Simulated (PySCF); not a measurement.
Species: C8H12SSi.
Cartesian coordinates in Å at the PBE0-D3(BJ)/def2-SVP level; atoms count from 1:
```xyz
22
C8H12SSi angstrom
C      3.0598   -1.1194    0.5918
C      2.6698   -0.1105    1.4345
S      1.0617    0.3872    1.1088
C      0.8730   -0.7542   -0.1765
Si    -0.7285   -0.9041   -1.1264
C     -1.3896    0.7678   -1.7403
C     -2.8560    0.7762   -1.2805
C     -2.9494    0.0646    0.0730
C     -2.2338   -1.2906   -0.0358
C      2.0345   -1.4844   -0.3237
H      4.0468   -1.5828    0.6262
H      3.2471    0.3648    2.2270
H     -0.4841   -1.9170   -2.1997
H     -0.8214    1.5684   -1.2356
H     -1.2737    0.9313   -2.8221
H     -3.2664    1.7980   -1.2269
H     -3.4760    0.2300   -2.0138
H     -2.4460    0.6841    0.8376
H     -3.9961   -0.0431    0.4018
H     -1.9753   -1.7221    0.9426
H     -2.8750   -2.0240   -0.5549
H      2.1455   -2.2667   -1.0774
```

Method: PBE0-D3(BJ)/def2-SVP geometry optimisation, gas phase (PySCF).

Masses are those of the commonest isotopes; rigid-rotor values at the optimised geometry. The values belong to one conformer with, in the numbering `[cH:1]1[cH:2][s:3][c:4]([SiH:5]2[CH2:6][CH2:7][CH2:8][CH2:9]2)[cH:10]1`, S3–C4–Si5–C6 50°, C4–Si5–C6–C7 -130°, Si5–C6–C7–C8 35°, C6–C7–C8–C9 -50°, C7–C8–C9–Si5 38°.

(1) Give the principal moments of inertia and the rotational constants in GHz.

(2) What kind of rotor is it?

(3) What does the inertial defect say?

(4) Where do the levels up to J = 4 lie, in MHz?

(5) Which lines would a microwave search look for?

(6) Estimate the classical rotational partition function at 10 K, 200 K and 500 K.

## Answers

(1) Ia = 222.01, Ib = 848.16, Ic = 910.75 u·Å²; 505379 MHz·u·Å²/I gives 2276, 595.9 and 554.9 MHz, that is A = 2.2764, B = 0.5959, C = 0.5549 GHz.

(2) A near-prolate asymmetric top: κ = (2 × 595.9 − 2276 − 554.9)/(2276 − 554.9) = -0.95.

(3) Not planar: Δ = Ic − Ia − Ib = -159.42 u·Å². For a rigid frame Δ = −2 Σ m c², so Σ m c² = 79.71 u·Å² lies off the ab plane: 20.75 from hydrogen and 58.96 from heavier atoms. The atom farthest from that plane is 2.26 Å away.

(4) Above 0(0,0):
J = 1: 1(0,1) 1151, 1(1,1) 2831, 1(1,0) 2872
J = 2: 2(0,2) 3452, 2(1,2) 5092, 2(1,1) 5215, 2(2,1) 10256, 2(2,0) 10257
J = 3: 3(0,3) 6901, 3(1,3) 8482, 3(1,2) 8728, 3(2,2) 13708, 3(2,1) 13712, 3(3,1) 22214, 3(3,0) 22214
J = 4: 4(0,4) 11496, 4(1,4) 13002, 4(1,3) 13411, 4(2,3) 18311, 4(2,2) 18322, 4(3,2) 26818, 4(3,1) 26818, 4(4,1) 38724, 4(4,0) 38724

(5) The dipole components are |μa| = 0.20 D, |μb| = 0.04 D, |μc| = 0.05 D. Intensities carry the squares of the components, which stand as 1.00 : 0.04 : 0.07 (a : b : c). Some lines, for components of 0.1 D or more:

```csv
type,branch,"J(Ka,Kc)",MHz,lower level (cm⁻¹)
a,R,"1(0,1) ← 0(0,0)",1151,0.000
a,R,"2(1,2) ← 1(1,1)",2261,0.094
a,R,"2(0,2) ← 1(0,1)",2301,0.038
a,R,"2(1,1) ← 1(1,0)",2342,0.096
```

(6) Point group C1, symmetry number σ = 1; q = (√π/σ)·√((kT/h)³/(ABC)), k/h = 20836.6 MHz/K: 6140 at 10 K, 550000 at 200 K, 2170000 at 500 K.

PBE0-D3(BJ)/def2-SVP frequencies: not computed here. Constants of a rigid frame at the computed geometry: no zero-point averaging, no centrifugal distortion.

Time: 2.8 min; peak memory 1.0 GiB. Hardware: an Arm Neoverse V2 with one thread, no GPU, shared host with 96 logical CPUs at a one-minute load of 28. That covers the optimisation of the geometry.
